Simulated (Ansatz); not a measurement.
Stretching the Cd1–H2 bond in CdH2O (SMILES [OH][CdH]) (multiplicity 1 held, fragments rigid). Energies count from the point at 1.644 Å.
Geometry at that point (charge 0, multiplicity 1):
```xyz
4

Cd    -0.2673    -0.0991    -0.0305
H     -1.7878    -0.6990    -0.2066
O      1.6116     0.5006     0.1771
H      1.7266     1.4525     0.2546
```

Restricted levels (R-, RO-) in cc, def2 and unpolarised 6-31G sets keep to the state of the molecule at rest. U- levels take the lowest unrestricted solution at each point, which mixes spins at long bonds. Active spaces are followed from a long bond inwards. Curves can end on different states.

Cores are frozen in the correlated methods.

Codes used: Ansatz (Gaussian basis) for Hartree–Fock, density functionals and correlated methods.  In def2 rows elements past Kr take small-core potentials, without spin–orbit coupling.

Energies in kcal/mol.

| R (Å) | R-HF/def2-SVP | R-SCS-MP2/def2-SVP | U-CCSD(T)/def2-SVP | FIC-NEVPT4(SD) on CASSCF(2,2)/def2-SVP | FIC-MRCISD on CASSCF(2,2)/def2-SVP | FIC-MRCISD+Q on CASSCF(2,2)/def2-SVP |
|---|---|---|---|---|---|---|
| 1.315 | 32.8 | 27.0 | 27.7 | 27.9 | 29.0 | 28.0 |
| 1.480 | 7.5 | 5.2 | 5.5 | 5.6 | 6.1 | 5.7 |
| 1.644 | 0.0 | 0.0 | 0.0 | 0.0 | 0.0 | 0.0 |
| 1.808 | 1.9 | (withheld) | 2.9 | 2.8 | 2.4 | 2.8 |
| 1.973 | 8.7 | 11.0 | 9.9 | 9.6 | 9.1 | 9.7 |
| 2.219 | 23.0 | 25.9 | 23.2 | 22.8 | 22.0 | 23.0 |
| 2.466 | 38.6 | (withheld) | 36.9 | 35.9 | 34.9 | 36.2 |
| 2.877 | 63.2 | 63.9 | 55.3 | 53.0 | 52.0 | 53.5 |
| 3.288 | 84.1 | 81.0 | 66.0 | 63.0 | 62.2 | 63.7 |
| 3.781 | 104.4 | 94.3 | 70.1 | 68.4 | 67.8 | 69.2 |
| 4.439 | 124.4 | 101.2 | 71.0 | 70.5 | 70.1 | 71.4 |
| 5.261 | 141.2 | 96.2 | 71.2 | 71.0 | 70.6 | 71.9 |

### Question
What belongs in the gaps?

### Answer

- 1.808, R-SCS-MP2/def2-SVP: 3.4
- 2.466, R-SCS-MP2/def2-SVP: 41.3

Doubts at one or more of the structures used: a restricted determinant that unrestricted orbitals would lower (R-HF/def2-SVP, R-SCS-MP2/def2-SVP); a spin-contaminated determinant (U-CCSD(T)/def2-SVP); T1 above 0.05 (U-CCSD(T)/def2-SVP).

Ansatz is a program for electronic structure.
